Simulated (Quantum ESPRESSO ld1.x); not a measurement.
The numbers below are computed, except where a source is named.
Orbital energies (hartree) of the thallium ion Tl2+, [Xe] 4f14 5d10 6s1: non-relativistic, with first-order perturbation theory as ld1.x prints it (mass-velocity, Darwin and spin-orbit terms), and from the self-consistent Dirac equation with open shells shared by 2j + 1. Spin-unpolarised spherical Kohn-Sham, PBE, point nucleus, ld1.x of Quantum ESPRESSO 7.5.

orbital,non-rel.,first order,Dirac
1s1/2,-2830.13,-3112.10,-3142.38
2s1/2,-475.825,-551.946,-559.544
2p1/2,-457.986,-532.044,-537.038
2p3/2,-457.986,-472.438,-461.113
3s1/2,-113.199,-133.116,-134.041
3p1/2,-104.737,-123.627,-123.915
3p3/2,-104.737,-110.593,-107.035
3d3/2,-88.9467,-94.1254,-90.3698
3d5/2,-88.9467,-90.5980,-86.7660
4s1/2,-25.1362,-30.3768,-30.4265
4p1/2,-21.4428,-26.1744,-26.0670
4p3/2,-21.4428,-23.0626,-21.9633
4d3/2,-14.6339,-15.8995,-14.8611
4d5/2,-14.6339,-15.1566,-14.0957
4f5/2,-5.4430,-5.7418,-4.9289
4f7/2,-5.4430,-5.5612,-4.7599
5s1/2,-4.4294,-5.5108,-5.4584
5p1/2,-3.2159,-4.0731,-3.9974
5p3/2,-3.2159,-3.5169,-3.2548
5d3/2,-1.2851,-1.4332,-1.2682
5d5/2,-1.2851,-1.3492,-1.1854
6s1/2,-0.8061,-0.9398,-0.9322
6p1/2 (empty),-0.5715,-0.6535,-0.6421
6p3/2 (empty),-0.5715,-0.6004,-0.5706
7s1/2 (empty),-0.2953,-0.3285,-0.3185

First order keeps the non-relativistic potential frozen, so it lacks the indirect effect: the contracted s and p shells screen the nucleus better and push d and f levels up in the self-consistent Dirac solution.
